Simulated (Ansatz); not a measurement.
AlBClFH5NSi, SMILES `B[NH][AlH][SiH](F)Cl`, relaxed with RKS PBE-D4/def2-SVP in the Gaussian-basis code of Ansatz from a rough embedded geometry. The force threshold is 0.03 eV/Å; the program also tests the step.

Total charge 0; spin multiplicity 1.

Start:

```xyz
11

B    -0.192   -0.433   -1.999
N    -1.348   -0.302   -1.042
Al   -0.660   -0.563    0.698
Si    0.902    0.916    1.674
F     2.326    0.203    1.958
Cl    1.170    2.548    0.306
H     0.471   -1.382   -2.115
H     0.059    0.511   -2.741
H    -1.967   -1.100   -1.215
H    -1.043   -1.909    1.550
H     0.282    1.511    2.926
```

(1) How much energy does the relaxation release, and in how many steps? (An estimate is asked.)

(2) Which bonds change most? (Best estimate.)

(3) Give the relaxed structure. (Estimate.)

## Answers

(1) The calculation gave: 36.16 kcal/mol, in 25 steps, 2 of them rejected.

(2) Computed: Al3–Si4 from 2.362 to 2.459 Å; B1–N2 from 1.507 to 1.418 Å; N2–Al3 from 1.889 to 1.825 Å; B1–H7 from 1.163 to 1.219 Å.

(3) Ansatz gave: 
```xyz
11

B     0.092   -0.608   -1.848
N    -0.945   -0.986   -0.958
Al   -0.910   -0.571    0.819
Si    0.845    1.007    1.508
F     2.332    0.599    0.942
Cl    0.270    2.811    0.609
H     0.035   -0.895   -3.032
H     1.052   -0.001   -1.401
H    -1.725   -1.513   -1.370
H    -2.068   -1.149    1.758
H     1.023    1.306    2.973
```
